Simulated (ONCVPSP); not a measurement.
Cu (Z = 29), ONCV: configuration errors across variants

```json
{
  "Element": "copper (Cu)",
  "Generator": "ONCVPSP 4.0.1",
  "Type": "optimised norm-conserving Vanderbilt (ONCV)",
  "Functional": "PBE",
  "Relativity": "scalar-relativistic",
  "Frozen core": "[Ne]",
  "Valence charge": "19",
  "Reference configuration": "3s2 3p6 3d9 4s2",
  "Partial waves": "3s+4s: rc 0.95 bohr, ncon 4, nbas 8, qcut 9.7 1/bohr, 3 projectors, debl 1.2 Ha; 3p: rc 0.65 bohr, ncon 4, nbas 7, qcut 15.2 1/bohr, 2 projectors, debl 3.2 Ha; 3d: rc 1.35 bohr, ncon 4, nbas 8, qcut 10 1/bohr, 3 projectors, debl 2.9 Ha",
  "Local potential": "polynomial inside 0.50 bohr (lpopt 2, dvloc0 0 Ha)",
  "Core correction": "Teter function, fcfact 4.5, rcfact 1.1"
}
```

All-electron excitation energies from the reference (eV): (1) 3s2 3p6 3d10 4s1 -1.972; (2) 3s2 3p6 3d10 4s0 6.178; (3) 3s2 3p6 3d9 4s0 27.511; (4) 3s2 3p5 3d10 4s1 77.565.

A true bound ghost makes a file unfit for plane-wave use even where its test errors are small: the radial tests pick states by their node count and pass the ghost by.

Errors AE − PS in meV (a dash: test not solved or not reliable):

```csv
change,(1),(2),(3),(4),bound ghosts,GHOST(+) flags above zero
base,+23,+49,+7.5,-120,s,s
"core correction Teter function, fcfact 1.5, rcfact 1.1",+23,+50,+7.8,-118,s,s
"core correction Teter function, fcfact 2.4, rcfact 1.1",+23,+49,+7.6,-119,s,s
"core correction Teter function, fcfact 2.9, rcfact 1.1",+23,+49,+7.6,-119,s,s
"core correction Teter function, fcfact 3.8, rcfact 1.1",+23,+49,+7.5,-120,s,s
"core correction Teter function, fcfact 4.4, rcfact 1.1",+23,+49,+7.5,-120,s,s
"core correction Teter function, fcfact 5.3, rcfact 1.1",+23,+49,+7.5,-121,s,s
"core correction Teter function, fcfact 5.9, rcfact 1.1",+23,+49,+7.5,-121,s,s
"core correction Teter function, fcfact 7.7, rcfact 1.1",+23,+49,+7.4,-122,s,s
```

Problem. Give the same row for: core correction Teter function, fcfact 6.9, rcfact 1.1.

Solution. +23, +49, +7.4, -121; bound ghosts: s; GHOST(+) flags above zero: s.
